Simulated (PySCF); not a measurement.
Compound: C4H6Ge.
Bonds: C1–C2 (double), C2–Ge3, Ge3–C4, C4–C5 (double), C1–C5. Hydrogens: H6 on C1; H7 on C2; H8, H9 on Ge3; H10 on C4; H11 on C5.

Level of theory: PBE0-D3(BJ)/def2-SVP geometry optimisation, gas phase (PySCF).

**Question.** List the bond lengths, angles and torsions at this level.

**Answer.** 
```json
{"bond": "C1=C2, C4=C5", "length (Å)": "1.348", "order": "double"}
{"bond": "C2–Ge3, Ge3–C4", "length (Å)": "1.945", "order": "single"}
{"bond": "C1–C5", "length (Å)": "1.480", "order": "single"}
{"bond": "C1–H6, C5–H11", "length (Å)": "1.096", "order": "single"}
{"bond": "C2–H7, C4–H10", "length (Å)": "1.091", "order": "single"}
{"bond": "Ge3–H8, Ge3–H9", "length (Å)": "1.540", "order": "single"}
```

Bonds in one row agree within 0.01 Å and their mean is given. Orders are formal, as drawn. A selection of angles:
```json
{"angle": "C2–C1–C5", "degrees": "118.0"}
{"angle": "C2–C1–H6", "degrees": "122.9"}
{"angle": "C5–C1–H6", "degrees": "119.2"}
{"angle": "C1–C2–Ge3", "degrees": "107.1"}
{"angle": "C1–C2–H7", "degrees": "122.9"}
{"angle": "Ge3–C2–H7", "degrees": "129.9"}
{"angle": "C2–Ge3–C4", "degrees": "89.8"}
{"angle": "C2–Ge3–H8", "degrees": "114.3"}
{"angle": "H8–Ge3–H9", "degrees": "109.0"}
```

Torsions: C5–C1–C2–Ge3 0° (synperiplanar); C1–C2–Ge3–C4 0° (synperiplanar); C2–Ge3–C4–C5 0° (synperiplanar); Ge3–C4–C5–C1 0° (synperiplanar); C2–C1–C5–C4 0° (synperiplanar).

Ge3 (germanium bonded to 2 C and 2 H) has angles from 89.8° to 114.3°. The 5 heavy atoms lie in one plane (0.000 Å rms). The 5-membered ring C1–C2–Ge3–C4–C5 has internal angles of 89.8° to 118.0° (sum 540°, against 540° for a flat polygon); it is planar, 0.00 Å rms from its mean plane, widest ring torsion 0°. The 3 C–C bonds span 1.348 Å (C1=C2, drawn double) to 1.480 Å (C1–C5, drawn single), a spread of 0.132 Å.

Point group: C2v (every atom within 0.08 Å of its image). Not checked by PBE0-D3(BJ)/def2-SVP frequencies.

The run took 29 s on Arm Neoverse N1, one thread, shared host with 32 logical CPUs at a one-minute load of 21, and the process peaked at 0.53 GiB of memory. This is the geometry optimisation.
